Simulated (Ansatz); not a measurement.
CH5AlS2, relaxed with RKS PBE-D4/def2-SVP in the Gaussian-basis code of Ansatz from a rough embedded geometry. The force threshold is 0.03 eV/Å; the program also tests the step.

Charge 0, multiplicity 1. The bonds changed during the relaxation, so this is another structure than the one it started from.

Start:

```xyz
9

C    -1.130    0.948    0.038
Al   -0.222   -0.494   -0.870
S     2.018   -0.543   -0.891
S     2.161   -1.605    0.848
H    -2.269    0.827    0.005
H    -0.853    0.984    1.164
H    -0.868    1.960   -0.384
H    -1.044   -1.620   -1.607
H     2.208   -0.457    1.697
```

```tsv
step	energy (eV)	largest force (eV/Å)	largest move (Å)
1	-29362.6914	1.671	0.000
2	-29362.9773	0.496	0.193
3	-29363.1403	0.356	0.198
4	-29363.1454	1.020	0.195
5	-29363.2057	0.219	0.077
6	-29363.2109	0.082	0.045
7	-29363.2135	0.066	0.064
8	-29363.2149	0.154	0.109
9	-29363.2182	0.134	0.058
10	-29363.2218	0.148	0.166
11 (rejected)	-29363.2155	0.195	0.171
12	-29363.2295	0.022	0.085
13	-29363.2306	0.124	0.098
14	-29363.2320	0.100	0.150
15	-29363.2327	0.073	0.052
16	-29363.2336	0.028	0.026
```

End:

```xyz
9

C    -0.987    0.957    0.122
Al   -0.045   -0.492   -0.808
S     2.229   -0.373   -0.931
S     1.583   -1.596    0.703
H    -1.857    0.575    0.698
H    -0.326    1.511    0.820
H    -1.385    1.696   -0.607
H    -0.738   -1.612   -1.708
H     1.525   -0.665    1.713
```

Run time 30 s (2 threads of an Intel Xeon Platinum 8175M on a shared host); peak host memory 0.15 GiB.
